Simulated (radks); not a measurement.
The numbers below are computed, except where a source is named.
The nickel ion Ni2+, 26 electrons, occupied as [Ar] 3d8.

Level of theory: Dirac Kohn-Sham, PBE, spin-unpolarised, spherical densities, finite nucleus; open shells fill j = l - 1/2 first; Fermi nuclear charge, rms radius 3.7757 fm (a radial shooting solver on a logarithmic mesh with Libxc functionals).

Energy parts (hartree):
part                       energy
total                 -1519.60000
kinetic                1544.19511
electron-nucleus      -3632.36382
Hartree                 631.43764
exchange-correlation    -62.86893

Orbitals (lengths in bohr, moments of r in powers of bohr; <r^-3> diverges for s and p1/2; r(max) is where P^2 peaks):
orbital  occ.  eigenvalue (hartree)   r(max)       <r^4>  <r^-3>      <r>  small-component weight
1s1/2       2             -302.4455  0.03540  0.00003983       -  0.05409                1.02e-02
2s1/2       2             -36.77940   0.2046    0.008721       -   0.2447                1.91e-03
2p1/2       2             -32.17262   0.1630    0.006339       -   0.2131                1.89e-03
2p3/2       4             -31.52996   0.1657    0.006666   607.0   0.2163                1.86e-03
3s1/2       2              -4.80278   0.6399      0.6542       -   0.7407                4.19e-04
3p1/2       2              -3.40047   0.6425      0.8746       -   0.7723                3.75e-04
3p3/2       4              -3.31961   0.6502      0.9214   76.92   0.7823                3.67e-04
3d3/2       4              -1.04703   0.6293       3.846   7.236   0.9660                2.46e-04
3d5/2       4              -1.03802   0.6321       3.943   7.076   0.9717                2.44e-04

The highest occupied level is 3d5/2 at -28.246 eV. The density falls to 0.001 e/bohr^3 at r = 2.97 bohr. For comparison, the ionisation energy in NIST's Atomic Spectra Database is 35.19 eV (measured). In exact Kohn-Sham theory the highest level is minus the ionisation energy, but local and semilocal functionals leave it too shallow, through self-interaction and a potential that decays too fast; potentials with the right tail come closer. The electron density at the nucleus is 1.96e+04 e/bohr^3. Summed over all electrons, <r^2> = 15.88 bohr^2, which gives a Langevin (diamagnetic) susceptibility term of -12.6 x 10^-6 cm^3/mol.

Beside tabulated values, note that spin-unpolarised runs miss the spin-polarisation part of the exchange energy of open shells.
